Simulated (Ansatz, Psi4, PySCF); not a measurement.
System: SiOF2, net charge 0, singlet state. SMILES: O=[Si](F)F
Structure (B3LYP-D3(BJ)/def2-TZVP (Ansatz, a first-principles code) minimum search):
```
Si
O 1 1.5046
F 1 1.5705 2 127.64
F 1 1.5705 2 127.64 3 -180.00
```

Wanted: vertical triplet-singlet gap, E(triplet) - E(singlet), in eV. Set-up: 6-31G* and kin with 6d, 5d where marked; 6-311+G** with 5d, 6d on Na to Ar in Ansatz; no dispersion term unless named; frozen cores in correlated levels; each state is the SCF solution reached for its charge and spin; no spin-orbit coupling; open shells spin-unrestricted; non-relativistic. First-principles rows: single points at B3LYP-D3(BJ) geometries (Ansatz). Levels can end on unlike triplets.

```tsv
level	program	vertical triplet-singlet gap, E(triplet) - E(singlet) (eV)
HF/6-31G*	Ansatz	4.30
HF/6-311+G**	Ansatz	4.08
PBE/6-31G*	Ansatz	5.01
PBE/6-311+G**	Ansatz	4.92
B3LYP/STO-3G	Ansatz	5.00
B3LYP/3-21G	Ansatz	5.02
B3LYP/6-31G*	Ansatz	5.01
B3LYP/6-311+G**	Ansatz	4.92
M06-2X/6-31G* (5d)	PySCF	5.20
wB97X-D/6-31G*	Psi4	5.21
MP2/6-31G*	Ansatz	5.71
MP2/6-311+G**	Ansatz	5.57
B3LYP/def2-TZVPD	Ansatz	4.88
```

No value to compare with is used here. The 12 habitual levels span 4.08 (HF/6-311+G**) to 5.71 eV (MP2/6-31G*); B3LYP/def2-TZVPD gives 4.88.

The levels are drawn from those run, B3LYP/6-31G* more often than the rest, none by its result; left out are runs that failed, that the program found above a lower state of the same kind, or whose <S^2> lies over 0.5 above the pure value.
